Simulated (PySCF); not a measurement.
# Radial density of Si (silicon, neutral)

MN15, [Ne] 3s2 3p2, high-spin 3P determinant. Computed with PySCF 2.14 in jorge-DZP-DKH, with scalar relativity by spin-free X2C-1e.

```
r (bohr)  4πr²ρ (e/bohr)  4πr²(ρα − ρβ)
 0.00190         0.08895         0.0000
 0.00319          0.2379         0.0000
 0.00537          0.6076         0.0000
 0.00903           1.506         0.0000
  0.0152           3.503        -0.0001
  0.0255           7.286         0.0000
  0.0430           12.48         0.0011
  0.0722           15.64         0.0079
   0.122           12.78         0.0351
   0.204           9.793         0.0968
   0.344           13.71         0.1305
   0.578           11.28         0.0310
   0.973           2.980         0.1155
    1.64           1.793         0.6781
    2.75           1.273         0.6768
    4.63          0.1939         0.1486
    7.79        0.001272         0.0012
```

Densities and radii are taken from the X2C orbitals without a picture-change correction, which distorts them close to the nucleus.
